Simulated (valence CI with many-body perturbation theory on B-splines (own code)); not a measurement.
## Level structure of Ba16+

Computed by relativistic CI+MBPT: four valence electrons over a frozen Dirac-Fock core [Kr], radial functions for each j: 9 s, 9 p, 10 d, 8 f, 5 g, 3 h, 1 i, with the one-electron correlation potential Σ1 (screened to all orders), the two-electron term Σ2, the three-electron term Σ3, Breit, model QED; selected single and double excitations, second order for the rest (own B-spline code, finite nucleus).

No measured levels were compared; by estimate terms of the open shell hold to 2 to 4 % of their energy, and close levels can change places. Core correlation moves these levels by up to 7300 cm⁻¹, and in measured spectra 5 to 20 % of such shifts remained as error; rates that hang on mixing are uncertain with them. Only levels of the ground parity were solved; by the run's estimate the other parity begins above the list, which can be wrong where configurations are misplaced.

Levels 1 to 34 of 34, with energies above the lowest level, 4d4 5D_0. "Leading %" is the weight of the configuration and term that name the level; weights of strongly mixed levels are sums over their largest components and can fall short. In the jj column 3d3/2^4 stands for four electrons in 3d with j = 3/2. Lifetimes count E1, E2, E3, M1 and M2 decay at the calculated energies, and are blank where another channel may lead or the interval is too uncertain; long ones can be off by a factor of two.

| No. | Configuration | Term | J | E (cm⁻¹) | Leading % | Second component | Leading jj | Lifetime |
| --- | --- | --- | --- | --- | --- | --- | --- | --- |
| 1 | 4d4 | 5D | 0 | 0.0 | 61 | 35 % 4d4 3P | 4d3/2^4 (79 %) |  |
| 2 | 4d4 | 5D | 1 | 11761 | 83 | 16 % 4d4 3P | 4d3/2^3 4d5/2 (85 %) | 15.6 ms |
| 3 | 4d4 | 5D | 2 | 21287 | 90 |  | 4d3/2^2 4d5/2^2 (55 %) | 24.7 ms |
| 4 | 4d4 | 5D | 3 | 28286 | 83 | 9 % 4d4 3F | 4d3/2^2 4d5/2^2 (49 %) | 73.6 ms |
| 5 | 4d4 | 5D | 4 | 32104 | 57 | 26 % 4d4 3F | 4d3/2^3 4d5/2 (57 %) | 914 ms |
| 6 | 4d4 | 3P | 0 | 46399 | 46 | 37 % 4d4 5D | 4d3/2^2 4d5/2^2 (74 %) | 929 μs |
| 7 | 4d4 | 3H | 4 | 48468 | 54 | 23 % 4d4 5D | 4d3/2^2 4d5/2^2 (54 %) | 7.69 ms |
| 8 | 4d4 | 3G | 3 | 57007 | 64 | 20 % 4d4 3F | 4d3/2^2 4d5/2^2 (51 %) | 3.54 ms |
| 9 | 4d4 | 3F | 2 | 59619 | 62 | 18 % 4d4 1D | 4d3/2^2 4d5/2^2 (54 %) | 2.20 ms |
| 10 | 4d4 | 3H | 5 | 60258 | 75 | 25 % 4d4 3G | 4d3/2^2 4d5/2^2 (98 %) | 11.9 ms |
| 11 | 4d4 | 3P | 1 | 62682 | 72 | 16 % 4d4 3D | 4d3/2^2 4d5/2^2 (70 %) | 1.47 ms |
| 12 | 4d4 | 3H | 6 | 65356 | 70 | 30 % 4d4 1I | 4d3/2^2 4d5/2^2 (90 %) | 634 ms |
| 13 | 4d4 | 3G | 4 | 71441 | 64 | 17 % 4d4 1G | 4d3/2^2 4d5/2^2 (79 %) | 8.21 ms |
| 14 | 4d4 | 3D | 2 | 74039 | 45 | 38 % 4d4 3P | 4d3/2^2 4d5/2^2 (81 %) | 10.1 ms |
| 15 | 4d4 | 3D | 3 | 76658 | 43 | 42 % 4d4 3F | 4d3/2^2 4d5/2^2 (66 %) | 3.90 ms |
| 16 | 4d4 | 3F | 4 | 77257 | 46 | 20 % 4d4 1G | 4d3/2 4d5/2^3 (49 %) | 1.61 ms |
| 17 | 4d4 | 3F | 3 | 84500 | 41 | 26 % 4d4 3G | 4d3/2 4d5/2^3 (78 %) | 1.23 ms |
| 18 | 4d4 | 3G | 5 | 89595 | 75 | 25 % 4d4 3H | 4d3/2 4d5/2^3 (98 %) | 3.20 ms |
| 19 | 4d4 | 3P | 2 | 90401 | 38 | 33 % 4d4 1D | 4d3/2 4d5/2^3 (52 %) | 1.13 ms |
| 20 | 4d4 | 3D | 1 | 93331 | 82 | 14 % 4d4 3P | 4d3/2 4d5/2^3 (79 %) | 907 μs |
| 21 | 4d4 | 1I | 6 | 93672 | 70 | 30 % 4d4 3H | 4d3/2 4d5/2^3 (90 %) | 2.94 ms |
| 22 | 4d4 | 3F | 4 | 104130 | 43 | 43 % 4d4 1G | 4d3/2^2 4d5/2^2 (57 %) | 2.35 ms |
| 23 | 4d4 | 3P | 2 | 106780 | 46 | 22 % 4d4 3D | 4d3/2^2 4d5/2^2 (60 %) | 1.49 ms |
| 24 | 4d4 | 1S | 0 | 107000 | 71 | 28 % 4d4 3P | 4d3/2 4d5/2^3 (81 %) | 1.06 ms |
| 25 | 4d4 | 1F | 3 | 111830 | 58 | 22 % 4d4 3D | 4d3/2 4d5/2^3 (82 %) | 1.53 ms |
| 26 | 4d4 | 3P | 2 | 118750 | 53 | 33 % 4d4 3F | 4d3/2^2 4d5/2^2 (55 %) | 1.60 ms |
| 27 | 4d4 | 3F | 4 | 128580 | 58 | 30 % 4d4 1G | 4d5/2^4 (62 %) | 634 μs |
| 28 | 4d4 | 3F | 3 | 132760 | 76 | 21 % 4d4 1F | 4d3/2 4d5/2^3 (96 %) | 1.89 ms |
| 29 | 4d4 | 3F | 2 | 132780 | 44 | 34 % 4d4 1D | 4d5/2^4 (47 %) | 962 μs |
| 30 | 4d4 | 3P | 1 | 134270 | 97 |  | 4d3/2 4d5/2^3 (92 %) | 965 μs |
| 31 | 4d4 | 3P | 0 | 140650 | 81 | 18 % 4d4 1S | 4d3/2^2 4d5/2^2 (50 %) |  |
| 32 | 4d4 | 1G | 4 | 141270 | 73 | 22 % 4d4 3F | 4d3/2 4d5/2^3 (84 %) | 990 μs |
| 33 | 4d4 | 1D | 2 | 170170 | 89 | 4 % 4d4 3D | 4d3/2 4d5/2^3 (42 %) | 731 μs |
| 34 | 4d4 | 1S | 0 | 214390 | 90 | 9 % 4d4 3P | 4d5/2^4 (44 %) | 324 μs |

Names give the largest LS component (configuration and term), which can be under half, so a name can repeat, a term be missing and a line seem to break the LS rules; names also repeat where a configuration has a term twice.

The ionisation energy to 4d3 4F_3/2 of the next ion comes out as 423.56 eV (NIST: 422 ± 3 eV (theoretical)). All 34 levels together are meant to be complete up to 223010 cm⁻¹.
